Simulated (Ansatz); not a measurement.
Born–Oppenheimer molecular dynamics of F2H4Si2 (8 atoms, charge 0, multiplicity 1). It starts from a relaxed structure.

The calculation used Ansatz 0.2.0, RKS B3LYP-D4/def2-SVP.

```
ensemble                      : NVE (velocity Verlet)
time step                     : 0.5 fs
steps asked                   : 100
starting velocities drawn for : 700 K
masses                        : H 10 u
seed                          : 468023
```

Frames 2.5 fs apart, positions in Å, forces in eV/Å.

Velocities at 10 fs (Å/ps):

```
Si -2.35 -0.19 0.59
H -0.95 3.83 0.74
F -5.04 -7.45 -4.42
F 2.69 3.32 4.89
Si 1.98 0.12 -2.96
H 2.42 -4.01 -3.18
H 0.03 7.31 -3.43
H 3.99 0.92 11.64
```

```xyz
8
Properties=species:S:1:pos:R:3:forces:R:3 time_fs=10 energy_less_start_eV=0.238 T=393
Si 0.015 0.015 0.074 -0.34 -0.11 -1.05
H 0.571 -0.053 1.392 0.52 -0.15 0.96
F 1.198 0.315 -1.000 0.06 0.12 0.10
F -0.966 1.302 0.098 -0.15 0.10 -0.13
Si -1.055 -1.898 -0.779 -0.13 1.41 -1.63
H -2.157 -2.243 0.062 -1.09 -0.28 0.68
H -1.604 -1.501 -2.238 0.69 -0.62 1.40
H -0.109 -3.004 -0.684 0.44 -0.47 -0.33
8
Properties=species:S:1:pos:R:3:forces:R:3 time_fs=12.5 energy_less_start_eV=0.250 T=377
Si 0.009 0.014 0.074 -0.29 -0.09 -0.89
H 0.570 -0.044 1.397 0.50 -0.17 0.84
F 1.186 0.296 -1.011 0.09 0.16 0.09
F -0.960 1.310 0.110 -0.17 0.10 -0.17
Si -1.050 -1.897 -0.788 -0.22 1.28 -1.42
H -2.154 -2.254 0.056 -1.00 -0.24 0.57
H -1.602 -1.485 -2.243 0.72 -0.68 1.38
H -0.097 -3.003 -0.656 0.36 -0.35 -0.41
8
Properties=species:S:1:pos:R:3:forces:R:3 time_fs=15 energy_less_start_eV=0.233 T=400
Si 0.002 0.013 0.073 -0.18 -0.06 -0.56
H 0.572 -0.036 1.407 0.40 -0.20 0.57
F 1.174 0.279 -1.022 0.13 0.20 0.07
F -0.954 1.319 0.122 -0.17 0.09 -0.21
Si -1.046 -1.892 -0.800 -0.34 0.95 -0.97
H -2.158 -2.266 0.054 -0.76 -0.14 0.36
H -1.595 -1.472 -2.239 0.70 -0.70 1.24
H -0.084 -3.004 -0.630 0.22 -0.15 -0.50
8
Properties=species:S:1:pos:R:3:forces:R:3 time_fs=17.5 energy_less_start_eV=0.213 T=425
Si -0.005 0.012 0.070 -0.04 0.01 -0.14
H 0.577 -0.029 1.419 0.26 -0.22 0.22
F 1.162 0.261 -1.032 0.17 0.25 0.04
F -0.949 1.328 0.133 -0.16 0.06 -0.25
Si -1.042 -1.886 -0.815 -0.45 0.50 -0.33
H -2.165 -2.279 0.053 -0.45 -0.01 0.09
H -1.585 -1.464 -2.227 0.63 -0.67 0.96
H -0.069 -3.006 -0.608 0.04 0.09 -0.59
8
Properties=species:S:1:pos:R:3:forces:R:3 time_fs=20 energy_less_start_eV=0.216 T=421
Si -0.013 0.011 0.067 0.11 0.10 0.28
H 0.583 -0.024 1.434 0.11 -0.24 -0.14
F 1.151 0.245 -1.042 0.20 0.29 0.03
F -0.944 1.338 0.142 -0.13 0.01 -0.29
Si -1.040 -1.878 -0.829 -0.50 -0.01 0.44
H -2.176 -2.292 0.053 -0.13 0.12 -0.18
H -1.570 -1.460 -2.210 0.49 -0.58 0.55
H -0.054 -3.008 -0.589 -0.15 0.32 -0.69
8
Properties=species:S:1:pos:R:3:forces:R:3 time_fs=22.5 energy_less_start_eV=0.252 T=375
Si -0.020 0.011 0.065 0.25 0.20 0.63
H 0.590 -0.019 1.448 -0.03 -0.26 -0.44
F 1.140 0.229 -1.052 0.21 0.32 0.03
F -0.939 1.347 0.152 -0.10 -0.05 -0.33
Si -1.038 -1.871 -0.843 -0.47 -0.51 1.29
H -2.187 -2.304 0.052 0.13 0.23 -0.41
H -1.553 -1.460 -2.190 0.31 -0.45 0.00
H -0.040 -3.007 -0.574 -0.30 0.52 -0.77
8
Properties=species:S:1:pos:R:3:forces:R:3 time_fs=25 energy_less_start_eV=0.313 T=297
Si -0.026 0.010 0.064 0.37 0.29 0.86
H 0.596 -0.017 1.458 -0.13 -0.27 -0.67
F 1.130 0.215 -1.062 0.19 0.34 0.06
F -0.935 1.356 0.160 -0.06 -0.11 -0.35
Si -1.038 -1.864 -0.854 -0.36 -0.94 2.12
H -2.197 -2.316 0.049 0.32 0.32 -0.57
H -1.534 -1.462 -2.169 0.09 -0.29 -0.62
H -0.028 -3.003 -0.564 -0.42 0.66 -0.83
8
Properties=species:S:1:pos:R:3:forces:R:3 time_fs=27.5 energy_less_start_eV=0.373 T=220
Si -0.032 0.011 0.065 0.47 0.36 0.96
H 0.602 -0.016 1.465 -0.19 -0.27 -0.81
F 1.121 0.201 -1.072 0.15 0.36 0.12
F -0.931 1.365 0.167 -0.02 -0.16 -0.37
Si -1.038 -1.860 -0.861 -0.23 -1.24 2.81
H -2.206 -2.325 0.042 0.43 0.37 -0.66
H -1.514 -1.466 -2.153 -0.12 -0.12 -1.20
H -0.018 -2.996 -0.559 -0.47 0.71 -0.85
8
Properties=species:S:1:pos:R:3:forces:R:3 time_fs=30 energy_less_start_eV=0.399 T=186
Si -0.037 0.012 0.067 0.54 0.39 0.92
H 0.607 -0.017 1.468 -0.22 -0.26 -0.85
F 1.112 0.189 -1.082 0.08 0.37 0.20
F -0.927 1.373 0.172 0.00 -0.20 -0.37
Si -1.038 -1.858 -0.862 -0.14 -1.34 3.16
H -2.212 -2.332 0.032 0.45 0.37 -0.66
H -1.495 -1.470 -2.143 -0.24 -0.01 -1.57
H -0.011 -2.984 -0.559 -0.47 0.69 -0.83
8
Properties=species:S:1:pos:R:3:forces:R:3 time_fs=32.5 energy_less_start_eV=0.370 T=224
Si -0.040 0.014 0.072 0.58 0.38 0.77
H 0.610 -0.019 1.464 -0.20 -0.24 -0.80
F 1.103 0.178 -1.091 0.00 0.37 0.30
F -0.923 1.381 0.177 0.02 -0.23 -0.37
Si -1.039 -1.859 -0.856 -0.14 -1.21 3.04
H -2.215 -2.336 0.017 0.37 0.33 -0.58
H -1.477 -1.475 -2.143 -0.25 0.02 -1.60
H -0.007 -2.969 -0.564 -0.39 0.58 -0.77
8
Properties=species:S:1:pos:R:3:forces:R:3 time_fs=35 energy_less_start_eV=0.297 T=318
Si -0.043 0.017 0.078 0.58 0.34 0.51
H 0.613 -0.023 1.457 -0.14 -0.21 -0.67
F 1.095 0.168 -1.098 -0.08 0.37 0.41
F -0.919 1.387 0.180 0.03 -0.23 -0.35
Si -1.041 -1.863 -0.843 -0.21 -0.83 2.46
H -2.216 -2.339 -0.001 0.21 0.23 -0.42
H -1.461 -1.480 -2.152 -0.15 -0.04 -1.27
H -0.005 -2.949 -0.574 -0.24 0.38 -0.66
8
Properties=species:S:1:pos:R:3:forces:R:3 time_fs=37.5 energy_less_start_eV=0.219 T=418
Si -0.044 0.020 0.086 0.51 0.25 0.18
H 0.614 -0.028 1.445 -0.03 -0.17 -0.45
F 1.086 0.159 -1.105 -0.14 0.36 0.49
F -0.915 1.394 0.183 0.03 -0.22 -0.32
Si -1.042 -1.868 -0.825 -0.30 -0.28 1.53
H -2.216 -2.341 -0.022 -0.04 0.10 -0.19
H -1.445 -1.484 -2.169 0.00 -0.16 -0.71
H -0.005 -2.928 -0.587 -0.03 0.12 -0.53
```

Of the whole run (50 fs, mean temperature of the second half 337 K): The conserved energy stayed within 0.039 meV per atom of its start (net change 0.03 meV per atom), so the integration is sound. A run of 0.05 ps of so small a system gives no equilibrium averages.

Time of the run: 2.5 min on 1 thread of Intel(R) Xeon(R) 6975P-C (Granite Rapids), with other jobs on the host, peak memory 0.18 GiB.
